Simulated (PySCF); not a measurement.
CdFGeH3, SMILES [F][Cd][GeH3]. Geometry optimised at PBE-D3(BJ)/def2-SVP. The structure was generated by enumeration; whether it is a known compound was not checked. The def2 effective core potentials stand for the cores of Cd; spin–orbit coupling is left out.

Computed equilibrium geometry at PBE-D3(BJ)/def2-SVP (PySCF confirms it by a frequency run) as bond lengths and angles, and its point group:
point group C3v.
Atoms: Cd1 F2 Ge3 H4 H5 H6. Bonds (Å): Cd1–F2 1.959, Cd1–Ge3 2.508, Ge3–H4 1.551, Ge3–H5 1.551, Ge3–H6 1.551. Angles (°): F2–Cd1–Ge3 180.0, Cd1–Ge3–H4 110.7, Cd1–Ge3–H5 110.7, Cd1–Ge3–H6 110.7, H4–Ge3–H5 108.3, H4–Ge3–H6 108.3, H5–Ge3–H6 108.3.
